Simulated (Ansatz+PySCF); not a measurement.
# quintet FeF₂: levels of theory in one basis

```xyz
3

Fe    0.0000    0.0000    0.0000
F     0.0000    0.0000    1.8252
F     0.0000    0.0000   -1.8252
```

Basis set: def2-SVP (spherical functions). Frozen core: 7 orbitals. Correlation on ROHF uses semicanonical orbitals with singles. Charge 0, multiplicity 5.

Computed with Ansatz (development build ahead of 0.2.0); each method stands on the lowest determinant of its kind that the runs found.

| method | E − E(ROHF) (eV) | <S²> of the determinant |
| --- | --- | --- |
| ROHF | 0.00 | 6.00 |
| UHF | -0.14 | 6.01 |
| ROHF-MP2 | -17.16 | – |
| UHF-MP2 | -17.19 | 6.01 |

Task: Is a single determinant a sound starting point here?

Result: By this sign, yes. Unrestricted orbitals gain 0.14 eV and <S²> is 6.01 against 6.00 for a pure state.
